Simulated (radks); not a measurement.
Results of a calculation; reference values are marked as such.
Q: The hafnium ion Hf+, configuration [Xe] 4f14 5d1 6s2. Code: a radial shooting solver on a logarithmic mesh with Libxc functionals. Model: scalar-relativistic Kohn-Sham, r2SCAN, spin-unpolarised, spherical densities, finite nucleus; meta-GGA in the generalised Kohn-Sham scheme; Fermi nuclear charge, rms radius 5.347 fm. Some entries of the table are withheld. Estimate them.

orbital  occ.  eigenvalue (hartree)  <r> (bohr)  <1/r> (bohr^-1)
1s          2             -2402.077     0.01899            83.78
2s          2                   (1)     0.08036            19.58
2p          6             -361.7351     0.07173              (2)
3s          2                   (3)      0.2084            7.255
3p          6             -79.40083      0.2084            6.720
3d         10                   (4)      0.1890            6.348
4s          2             -19.51117      0.4684            3.061
4p          6             -14.53795      0.4976            2.790
4d         10              -8.07748      0.5354              (5)
5s          2              -2.87329       1.135            1.171
5p          6              -1.68799       1.330           0.9818
4f         14              -0.97388         (6)            1.920
6s          2              -0.44013       3.140           0.3997
5d          1              -0.38831       2.159           0.6056

A: 
(1) 2s eigenvalue (hartree): -412.0129
(2) 2p <1/r> (bohr^-1): 17.85
(3) 3s eigenvalue (hartree): -94.49476
(4) 3d eigenvalue (hartree): -61.50505
(5) 4d <1/r> (bohr^-1): 2.473
(6) 4f <r> (bohr): 0.6742
